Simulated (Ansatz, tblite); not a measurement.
Forces on the cluster NaI₂ at its B3LYP-D4/def2-TZVP geometry. The state is a doublet with charge 0.

In the def2 sets I takes a core potential; there is no spin–orbit coupling. The xTB rows come from tblite. The structure comes from a short search, and lower isomers may exist.

GFN1-xTB (tblite), largest force 0.41 eV/Å:

```xyz
3
positions Å, forces eV/Å
Na    1.272   -0.302   -0.862   -0.145    0.034    0.097
I     0.310    0.141    1.830   -0.154   -0.014   -0.382
I    -1.582    0.162   -0.969    0.299   -0.020    0.285
```

GFN2-xTB (tblite), largest force 0.34 eV/Å:

```
Na 0.216 -0.052 -0.148
I 0.066 0.024 0.333
I -0.282 0.028 -0.185
```

r2SCAN-D4/def2-TZVP (Ansatz), largest force 0.09 eV/Å:

```
Na -0.001 0.000 -0.001
I -0.048 0.001 -0.070
I 0.049 -0.001 0.070
```
